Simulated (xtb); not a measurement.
HLiO, triplet, from a rough starting geometry (GFN-xTB shapes and energies of metal compounds can be far from the true ones) (a higher spin typed on purpose: for a closed-shell molecule this is an excited state); GFN2-xTB in xtb.

xtb was given this input:
```
$ xtb mol.xyz --gfn 2 --uhf 2 --opt vtight --json

# file mol.xyz
3

Li    -0.81310779    -0.74728572    -0.74642221
O      0.15086307     0.08353712     0.09243024
H      0.74766525     0.59552783     0.57365110
```

Output, abridged:

```
   ID    Z sym.   atoms
    1    3 Li     1
    2    8 O      2
    3    1 H      3

           -------------------------------------------------
          |                Calculation Setup                |
           -------------------------------------------------

           -------------------------------------------------
          |                 G F N 2 - x T B                 |
           -------------------------------------------------

          ...................................................
          :                      SETUP                      :
          :.................................................:
          :  # basis functions                   9          :
          :  # atomic orbitals                   9          :
          :  # shells                            5          :
          :  # electrons                         8          :
          :  max. iterations                   250          :
          :  Hamiltonian                  GFN2-xTB          :
          :  restarted?                      false          :
          :  GBSA solvation                  false          :
          :  PC potential                    false          :
          :  electronic temp.          300.0000000     K    :
          :  accuracy                    1.0000000          :
          :  -> integral cutoff          0.2500000E+02      :
          :  -> integral neglect         0.1000000E-07      :
          :  -> SCF convergence          0.1000000E-05 Eh   :
          :  -> wf. convergence          0.1000000E-03 e    :
          :  Broyden damping             0.4000000          :
          :  net charge                          0          :
          :  unpaired electrons                  2          :
          ...................................................

 iter      E             dE          RMSdq      gap      omega  full diag
   1     -4.5659352 -0.456594E+01  0.989E+00    4.58       0.0  T
   2     -4.6344812 -0.685460E-01  0.704E+00    3.70       1.0  T
   3     -4.6433132 -0.883196E-02  0.387E+00    3.51       1.0  T
   4     -4.6441259 -0.812695E-03  0.699E-01    3.69       1.0  T
   5     -4.6442033 -0.774359E-04  0.253E-01    3.74       1.0  T
   6     -4.6442059 -0.256189E-05  0.168E-01    3.77       1.0  T
   7     -4.6442067 -0.771682E-06  0.435E-02    3.75       1.3  T
   8     -4.6442069 -0.194600E-06  0.202E-02    3.75       2.9  T
   9     -4.6442067  0.117750E-06  0.152E-02    3.75       3.8  T
[...]
         :: total energy              -4.602143744080 Eh    ::
 * total energy  :    -4.6021437 Eh     change       -0.9858780E-13 Eh
 * total energy  :    -4.6097061 Eh     change       -0.7562364E-02 Eh
 * total energy  :    -4.6162450 Eh     change       -0.6538853E-02 Eh
 * total energy  :    -4.6189436 Eh     change       -0.2698681E-02 Eh
 * total energy  :    -4.6202503 Eh     change       -0.1306707E-02 Eh
 * total energy  :    -4.6206375 Eh     change       -0.3871928E-03 Eh
 * total energy  :    -4.6206974 Eh     change       -0.5990196E-04 Eh
 * total energy  :    -4.6207024 Eh     change       -0.4939207E-05 Eh
 * total energy  :    -4.6207029 Eh     change       -0.4847998E-06 Eh
 * total energy  :    -4.6207029 Eh     change       -0.6171006E-07 Eh
   *** GEOMETRY OPTIMIZATION CONVERGED AFTER 10 ITERATIONS ***
         :: total energy              -4.620702929594 Eh    ::
[...]
         4        1.5000           -0.5308125             -14.4441
         5        1.0000           -0.1594202              -4.3380 (HOMO)
         6                         -0.0399924              -1.0882 (LUMO)
         7                         -0.0399909              -1.0882
         8                         -0.0005430              -0.0148
         9                          0.2762471               7.5171
      -------------------------------------------------------------
                  HL-Gap            0.1194278 Eh            3.2498 eV
             Fermi-level           -0.3152594 Eh           -8.5786 eV

     #   Z          covCN         q      C6AA      α(0)
     1   3 Li       0.628    -0.051   102.424    35.692
     2   8 O        1.434    -0.269    18.692     5.825
     3   1 H        0.805     0.321     0.662     1.278

 Mol. C6AA /au·bohr⁶  :        194.692801
 Mol. C8AA /au·bohr⁸  :      10711.211922
 Mol. α(0) /au        :         42.794823

Wiberg/Mayer (AO) data.
largest (>0.10) Wiberg bond orders for each atom

 ---------------------------------------------------------------------------
     #   Z sym  total        # sym  WBO       # sym  WBO       # sym  WBO
 ---------------------------------------------------------------------------
     1   3 Li   0.114 --     2 O    0.107
     2   8 O    0.998 --     3 H    0.891     1 Li   0.107
     3   1 H    0.897 --     2 O    0.891
 ---------------------------------------------------------------------------

Topologies differ in total number of bonds
Writing topology from bond orders to xtbtopo.mol

molecular dipole:
                 x           y           z       tot (Debye)
 q only:        0.502       0.432       0.418
   full:        1.471       1.266       1.244       5.859
molecular quadrupole (traceless):
                xx          xy          yy          xz          yz          zz
 q only:        0.253       0.725      -0.103       0.695       0.542      -0.150
  q+dip:       -0.376      -3.259       0.202      -3.280      -2.992       0.174
   full:       -0.481      -3.784       0.254      -3.803      -3.442       0.228

optimized geometry written to: xtbopt.xyz

           -------------------------------------------------
          | TOTAL ENERGY               -4.620702929594 Eh   |
          | GRADIENT NORM               0.000104923731 Eh/α |
          | HOMO-LUMO GAP               3.249795026542 eV   |
           -------------------------------------------------
```
